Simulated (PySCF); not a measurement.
C₅H₅F, SMILES C=C(F)CC#C.

The structure is a stationary point at PBE0-D3(BJ)/def2-SVP. This is a generated structure with no PubChem entry under its InChIKey; it may be hypothetical. The values are those of a single conformer.

All values below come from PBE/def2-TZVP (PySCF).

Gas-phase values at a fixed geometry.

Task: Estimate the frontier levels, gap, dipole moment and polarisability. (Estimate from the structure and the level; the computed values follow.)

Result: 
* **highest occupied level**: -6.37 eV
* **lowest empty level**: -0.94 eV
* **orbital gap**: 5.43 eV
* **dipole moment**: 1.36 D
* **quadrupole, principal values (traceless, Buckingham form, about the centre of nuclear charge)**: -3.86, -1.27, 5.12 D·Å
* **mean static polarisability**: 58.9 bohr³ (8.73 Å³)
* **polarisability, principal values**: 45.9, 47.2, 83.7 bohr³
